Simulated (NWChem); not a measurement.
System: CH₃F₂Ga; SMILES [CH3][Ga]([F])[F]

Output (shortened):

```
             Northwest Computational Chemistry Package (NWChem) 7.3.0
             --------------------------------------------------------

 C1  symmetry detected

                             Geometry "geometry" -> ""
                             -------------------------

 Output coordinates in angstroms (scale by  1.889725989 to convert to a.u.)

  No.       Tag          Charge          X              Y              Z
 ---- ---------------- ---------- -------------- -------------- --------------
    1 Ga                  31.0000    -0.00084269     0.01185746     0.00108513
    2 F                    9.0000    -1.43325269     1.01325122    -0.00089850
    3 F                    9.0000     1.44594889     0.99275678    -0.00090651
    4 C                    6.0000    -0.01214654    -1.92283007    -0.00044006
    5 H                    1.0000     0.61545028    -2.29765536     0.82060059
    6 H                    1.0000     0.40643762    -2.28807054    -0.94971038
    7 H                    1.0000    -1.03715116    -2.29894684     0.11435621

 Effective nuclear repulsion energy (a.u.)     288.9465776848

  xc_inp: hfexch multiplicative factor not found.

                                 NWChem DFT Module
                                 -----------------

 Summary of "ao basis" -> "ao basis" (spherical)
 ------------------------------------------------------------------------------
       Tag                 Description            Shells   Functions and Types
 ---------------- ------------------------------  ------  ---------------------
 Ga                          6-31g*                 12       32   5s4p3d
 F                           6-31g*                  6       14   3s2p1d
 C                           6-31g*                  6       14   3s2p1d
 H                           6-31g*                  2        2   2s

            General Information
            -------------------
          SCF calculation type: DFT
          Wavefunction type:  closed shell.
          No. of atoms     :     7
          No. of electrons :    58
           Alpha electrons :    29
            Beta electrons :    29
          Charge           :     0
          Spin multiplicity:     1
          Use of symmetry is: off; symmetry adaption is: off
          Maximum number of iterations: 150
          AO basis - number of functions:    80
                     number of shells:    36
          Convergence on energy requested:  1.00D-06
          Convergence on density requested:  1.00D-05
          Convergence on gradient requested:  5.00D-04

              XC Information
              --------------
                     Hartree-Fock (Exact) Exchange  1.000

      Superposition of Atomic Density Guess
      -------------------------------------

 Sum of atomic energies:       -2160.84501412

      Non-variational initial energy
      ------------------------------

 Total energy =   -2161.547549
 1-e energy   =   -3590.169541
 2-e energy   =    1139.675414
 HOMO         =      -0.410571
 LUMO         =      -0.032974

     ---------------------------------------------
      Total Density - Mulliken Population Analysis
     ---------------------------------------------

    Atom       Charge   Shell Charges
 -----------   ------   -------------------------------------------------------
    1 Ga  31    29.49   2.00  2.00  6.00  2.00  5.99  0.84  0.47  0.06  0.06  6.86  2.97  0.23
    2 F    9     9.75   2.00  0.96  3.51  1.03  2.25  0.01
    3 F    9     9.75   2.00  0.96  3.51  1.03  2.25  0.01
    4 C    6     6.80   2.00  0.72  2.01  0.68  1.38  0.02
    5 H    1     0.74   0.45  0.28
    6 H    1     0.73   0.45  0.28
    7 H    1     0.74   0.45  0.28

   convergence    iter        energy       DeltaE   RMS-Dens  Diis-err
 ---------------- ----- ----------------- --------- --------- ---------
 d= 0,ls=0.0,diis     1  -2161.4484964130 -2.45D+03  9.66D-03  8.72D-01
 d= 0,ls=0.0,diis     2  -2161.5137538008 -6.53D-02  3.19D-03  4.17D-01
 d= 0,ls=0.0,diis     3  -2161.5450049767 -3.13D-02  9.88D-04  3.16D-03
 d= 0,ls=0.0,diis     4  -2161.5458023263 -7.97D-04  2.15D-04  4.69D-04
 d= 0,ls=0.0,diis     5  -2161.5458619897 -5.97D-05  1.10D-04  4.61D-05
  Resetting Diis
 d= 0,ls=0.0,diis     6  -2161.5458729453 -1.10D-05  3.87D-05  2.74D-06
 d= 0,ls=0.0,diis     7  -2161.5458741631 -1.22D-06  5.95D-06  2.11D-07
 d= 0,ls=0.0,diis     8  -2161.5458742141 -5.09D-08  2.93D-06  4.04D-08

         Total DFT energy =    -2161.545874214078
      One electron energy =    -3592.630274501449
           Coulomb energy =     1242.241056702219
    Exchange-Corr. energy =     -100.103234099692
 Nuclear repulsion energy =      288.946577684844

 Numeric. integr. density =        0.000000000000

                       DFT Final Molecular Orbital Analysis
                       ------------------------------------

 Vector   27  Occ=2.000000D+00  E=-5.787711D-01
              MO Center= -1.6D-01, -8.4D-01,  4.4D-02, r^2= 4.1D+00
   Bfn.  Coefficient  Atom+Function         Bfn.  Coefficient  Atom+Function
  ----- ------------  ---------------      ----- ------------  ---------------
    63      0.336371  4 C  px                36     -0.243006  2 F  py
    50      0.239022  3 F  py                79     -0.209121  7 H  s
    67      0.202058  4 C  px                40     -0.187452  2 F  py
    54      0.181552  3 F  py                35     -0.176002  2 F  px
    49     -0.165350  3 F  px                80     -0.156063  7 H  s

 Vector   28  Occ=2.000000D+00  E=-5.777610D-01
              MO Center= -5.0D-02,  1.8D-01,  1.9D-02, r^2= 4.0D+00
   Bfn.  Coefficient  Atom+Function         Bfn.  Coefficient  Atom+Function
  ----- ------------  ---------------      ----- ------------  ---------------
    49      0.383909  3 F  px                35      0.381627  2 F  px
    39      0.284866  2 F  px                53      0.284952  3 F  px
    63      0.220207  4 C  px                79     -0.139965  7 H  s
    67      0.116666  4 C  px                18      0.114419  1 Ga d -2
    80     -0.101010  7 H  s                 11     -0.098865  1 Ga px

 Vector   29  Occ=2.000000D+00  E=-4.720819D-01
              MO Center= -9.2D-03, -1.2D+00,  5.2D-04, r^2= 2.3D+00
   Bfn.  Coefficient  Atom+Function         Bfn.  Coefficient  Atom+Function
  ----- ------------  ---------------      ----- ------------  ---------------
    64      0.405925  4 C  py                12     -0.360772  1 Ga py
    10     -0.324623  1 Ga s                 68      0.245644  4 C  py
    36      0.172975  2 F  py                50      0.171172  3 F  py
     6      0.143136  1 Ga s                  8      0.140501  1 Ga py
    40      0.129207  2 F  py                54      0.127894  3 F  py

 Vector   30  Occ=0.000000D+00  E= 7.354213D-02
              MO Center= -2.4D-02,  4.2D-02,  9.2D-02, r^2= 5.9D+00
   Bfn.  Coefficient  Atom+Function         Bfn.  Coefficient  Atom+Function
  ----- ------------  ---------------      ----- ------------  ---------------
    17      0.827350  1 Ga pz                13      0.335069  1 Ga pz
    78      0.192490  6 H  s                 76     -0.170402  5 H  s
    41     -0.152910  2 F  pz                55     -0.150584  3 F  pz
     9     -0.134865  1 Ga pz                37     -0.128895  2 F  pz
    51     -0.127163  3 F  pz                65     -0.065777  4 C  pz

 Vector   31  Occ=0.000000D+00  E= 8.297799D-02
              MO Center= -1.5D-03, -3.7D-01, -8.9D-02, r^2= 5.9D+00
   Bfn.  Coefficient  Atom+Function         Bfn.  Coefficient  Atom+Function
  ----- ------------  ---------------      ----- ------------  ---------------
    14      1.394545  1 Ga s                 66     -0.755400  4 C  s
    16     -0.263563  1 Ga py                68     -0.259106  4 C  py
    38     -0.224502  2 F  s                 52     -0.220066  3 F  s
     6      0.135528  1 Ga s                 64     -0.129055  4 C  py
    10      0.104572  1 Ga s                 62     -0.093620  4 C  s

 Vector   32  Occ=0.000000D+00  E= 1.478884D-01
              MO Center=  3.4D-02, -7.2D-02, -9.2D-03, r^2= 8.4D+00
   Bfn.  Coefficient  Atom+Function         Bfn.  Coefficient  Atom+Function
  ----- ------------  ---------------      ----- ------------  ---------------
    15      1.218053  1 Ga px                52     -0.252875  3 F  s
    38      0.243444  2 F  s                 80      0.182282  7 H  s
    28     -0.105208  1 Ga d -2              39     -0.088958  2 F  px
    53     -0.085651  3 F  px                76     -0.085203  5 H  s
    63     -0.082052  4 C  px                11     -0.079038  1 Ga px

     ---------------------------------------------
      Total Density - Mulliken Population Analysis
     ---------------------------------------------

    Atom       Charge   Shell Charges
 -----------   ------   -------------------------------------------------------
    1 Ga  31    29.77   2.00  2.00  6.00  2.00  6.00  0.76  0.81 -0.02  0.05  6.89  2.96  0.32
    2 F    9     9.60   2.00  0.92  3.27  1.07  2.33  0.01
    3 F    9     9.60   2.00  0.92  3.27  1.07  2.33  0.01
    4 C    6     6.67   2.00  0.64  2.03  0.67  1.29  0.03
    5 H    1     0.79   0.51  0.28
    6 H    1     0.79   0.51  0.28
    7 H    1     0.79   0.51  0.28

     -------------------------------------------
      Total Density - Lowdin Population Analysis
     -------------------------------------------

    Atom       Charge   Shell Charges
 -----------   ------   -------------------------------------------------------
    1 Ga  31    30.27   2.00  2.00  6.00  1.97  5.90  0.56  0.91  0.17  0.25  6.71  3.06  0.74
    2 F    9     9.34   1.99  0.92  3.17  0.85  2.39  0.01
    3 F    9     9.34   1.99  0.92  3.17  0.85  2.39  0.01
    4 C    6     6.56   1.99  0.54  1.86  0.47  1.66  0.05
    5 H    1     0.83   0.48  0.35
    6 H    1     0.83   0.48  0.35
    7 H    1     0.83   0.48  0.35

     Multipole analysis of the density
     ---------------------------------

[...]
```

Level: Hartree-Fock/6-31G* (spherical d). All runs use the structure optimised with PBE0/def2-SVP.

Task: Write an input that gives this output.

Result: Several could match; the one computed here: the input that was run:
```
start job
memory heap 200 mb stack 900 mb global 1100 mb
geometry units angstroms noautoz
  Ga    -0.003024    -0.015392     0.001284
  F     -1.448313     0.967317    -0.002531
  F      1.430912     0.984202    -0.002281
  C      0.010789    -1.950063     0.003082
  H      0.643117    -2.315299     0.824814
  H      0.434174    -2.311468    -0.945527
  H     -1.009258    -2.339257     0.118445
end
basis spherical
  * library 6-31g*
end
dft
  xc hfexch
  iterations 150
  mulliken
end
task dft energy
```
